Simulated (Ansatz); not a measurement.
C4H10S, charge +1, doublet, at a GFN2-xTB geometry (a state made from the parent by changing its charge; the spin is typed, not shown lowest); CAM-B3LYP/cc-pV(D+d)Z (Ansatz, a first-principles code).

Input for Ansatz:
Ansatz 0.2 input:
```yaml
crystal:
  periodic: [false, false, false]
  atoms:
    - {symbol: C, position_ang: [-0.26413795, 1.26657261, -1.08431860]}
    - {symbol: C, position_ang: [-0.28699207, 0.01975822, -0.22246134]}
    - {symbol: C, position_ang: [0.12360929, -1.22641895, -1.04949403]}
    - {symbol: C, position_ang: [-1.62001580, -0.21852587, 0.45970421]}
    - {symbol: S, position_ang: [1.02919657, 0.05366644, 1.05523255]}
    - {symbol: H, position_ang: [-1.04337611, 1.19147043, -1.84056845]}
    - {symbol: H, position_ang: [-0.46283620, 2.15631129, -0.48966456]}
    - {symbol: H, position_ang: [0.68505347, 1.39779558, -1.60007349]}
    - {symbol: H, position_ang: [0.13784997, -2.13038835, -0.44497007]}
    - {symbol: H, position_ang: [-0.63535139, -1.34814682, -1.82412238]}
    - {symbol: H, position_ang: [1.08947127, -1.09934660, -1.53254090]}
    - {symbol: H, position_ang: [-1.59432449, -1.08881085, 1.11221865]}
    - {symbol: H, position_ang: [-1.90838655, 0.64419116, 1.05803987]}
    - {symbol: H, position_ang: [-2.39223305, -0.38206491, -0.28865026]}
    - {symbol: H, position_ang: [1.94220721, 0.75200976, 0.34602922]}
basis:
  gaussian:
    orbitals: cc-pV_D+d_Z.json
hamiltonian:
  xc: cam_b3lyp
total_charge: 1
magnetization: {spin_polarized: true, initial_magnetization: 1}
```
The basis file holds cc-pV(D+d)Z in the JSON format of the Basis Set Exchange.

The log (banner, timings and long lists left out):

```
Functional definition: CAM-B3LYP
1183 factors; integrals over basis functions are off by at most 9.2e-4 eV
446 factors; integrals over basis functions are off by at most 1.1e-5 eV
mean field evaluation 1: about -15123.2979 eV, gradient 5.0e1 eV
mean field evaluation 2: about -15115.1958 eV, gradient 6.2e1 eV
mean field evaluation 4: about -15135.4124 eV, gradient 2.4e0 eV
mean field evaluation 8: about -15135.7141 eV, gradient 3.0e-1 eV
mean field evaluation 16: about -15135.7176 eV, gradient 9.1e-4 eV
mean field -15135.71758830 eV, -556.2273620122 hartree, gradient 7.7e-5 eV, S^2 0.754152; 0 other end points of the search recorded, 0 dependent functions left out
reference -15135.71772149 eV, -556.2273669068 hartree; 25, 24 occupied and 104, 105 virtual orbitals, 1183 factors
Total energy: -15135.71772149 eV, -556.2273669068 hartree
```
